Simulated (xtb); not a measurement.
B(Me)(SiH3)2 (CH₉BSi₂), SMILES CB([SiH3])[SiH3]. All values are semi-empirical tight-binding results from xtb (GFN2-xTB unless named), good for trends rather than for accurate numbers. Geometry: GFN2-xTB. The structure was generated by enumeration, and PubChem lists no compound with its InChIKey, so it may never have been made.

A frequency run showed that this geometry is not a minimum.

```json
{
  "orbital_gap": "2.18 eV",
  "dipole_moment": "1.71 D",
  "static polarisability (D4 model)": "84.8 bohr³",
  "solvation energy, GFN2-xTB/ALPB(water)": "-1.4 kcal/mol",
  "solvation energy, GFN2-xTB/ALPB(ether)": "-4.9 kcal/mol"
}
```
